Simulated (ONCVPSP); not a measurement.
**What one change does to a pseudopotential (molybdenum (Mo), ONCV)**

```json
{
 "Element": "Mo",
 "Generator": "ONCVPSP 4.0.1",
 "Type": "optimised norm-conserving Vanderbilt (ONCV)",
 "Functional": "LDA (Perdew-Wang 92)",
 "Relativity": "scalar-relativistic",
 "Frozen core": "[Ar] 3d10",
 "Valence charge": "14",
 "Reference configuration": "4s2 4p6 4d5 5s0.5 5p0.5",
 "Partial waves": "4s+5s: rc 1.65 bohr, ncon 4, nbas 7, qcut 6.8 1/bohr, 2 projectors; 4p+5p: rc 2.30 bohr, ncon 4, nbas 9, qcut 7.6 1/bohr, 2 projectors; 4d: rc 1.75 bohr, ncon 4, nbas 8, qcut 6.4 1/bohr, 1 projector",
 "Local potential": "polynomial inside 1.30 bohr (lpopt 5, dvloc0 -1 Ha)",
 "Core correction": "polynomial model core, fcfact 0.65"
}
```

All-electron outer shells of the reference configuration (LDA (PZ), scalar-relativistic, ld1.x):

```tsv
shell	level (eV)	outermost node (bohr)	outermost maximum (bohr)
3p	-379.59	0.17	0.38
3d	-222.00	–	0.32
4s	-65.12	0.51	0.99
4p	-39.29	0.52	1.06
5s	-4.81	1.34	2.89
4d	-4.59	0.53	1.38
5p	-1.57	1.54	4.00
```

Change: all radii but the core radius scaled by about 1.25 (s 2.06, p 2.86, d 2.18 bohr); local potential polynomial inside 1.62 bohr (lpopt 5, dvloc0 -1 Ha).

Cutoffs: the cutoffs (Ha) at which the residual kinetic energy of the hardest occupied pseudo-wave falls to 1 and 0.1 mHa per electron; they do not see the model core or the augmentation charge, which bear on the density cutoff. Errors are all-electron minus pseudo energies relative to the spin-unpolarised reference configuration.

**Question.** How do hardness, ghosts and transferability respond?

**Answer.** The potential gets softer (18 Ha and 24 Ha → 15 Ha and 18 Ha); of the 4 tests that both files solve, the error grows in 1 and shrinks in 0 by more than 15 % and 0.3 meV (median size 0.3 → 0.8 meV); neither file shows a bound ghost. A larger radius leaves more room for a smooth pseudo-wave, so fewer plane waves are needed.

```tsv
quantity	base	changed
cutoff, loose	18 Ha	15 Ha
cutoff, tight	24 Ha	18 Ha
loose cutoff by channel	s 18 Ha, p 14 Ha, d 18 Ha	s 13 Ha, p 11 Ha, d 15 Ha
bound ghosts	none	none
GHOST(+) flags under 300 eV	none	none
error for 4s2 4p6 4d5 5s1 5p0, meV [ΔE -1.60 eV]	+0.2	+0.1
error for 4s2 4p6 4d5 5s0 5p0, meV [ΔE 5.58 eV]	-1.3	-1.3
error for 4s2 4p6 4d4 5s0 5p0, meV [ΔE 21.28 eV]	-0.2	-2.4
error for 4s2 4p6 4d5 5s0.5 5p0, meV [ΔE 1.26 eV]	-0.3	-0.3
rms error of d²Exc/dni dnj with the model core, mHa	0.53	1.12
```
